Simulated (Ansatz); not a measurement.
Basis-set extrapolation for `O=C[SiH2][SiH](O)Cl` (PBE0-D4/def2-TZVP geometry, frozen core, the Gaussian-basis code of Ansatz). Multiplicity 1, RHF reference.

```json
{"": "HF", "def2-TZVPP": "-1228.069863", "def2-QZVPP": "-1228.109525"}
{"": "MP2 correlation", "def2-TZVPP": "-1.048560", "def2-QZVPP": "-1.135889"}
{"": "CCSD(T) correlation", "def2-TZVPP": "-1.146263", "def2-QZVPP": "not run"}
```

Energies in hartree. Use E(X) = E(∞) + A·exp(−7.88·√X) for Hartree–Fock and E(X) = E(∞) + B·X^(−2.97) for correlation, with X = 3 and 4, and add CCSD(T) minus MP2 of the smaller set to the MP2 limit.

Problem. What is the CCSD(T) energy at the basis-set limit?

Solution. HF limit: -1228.109525 + (-0.039662) × 0.13774 = -1228.11499. MP2 limit: -1.135889 + (-0.087329) × 0.74074 = -1.20058. Higher-order term: -1.146263 − (-1.048560) = -0.09770. Total: -1229.41327 hartree, 5.36 eV below CCSD(T)/def2-TZVPP.
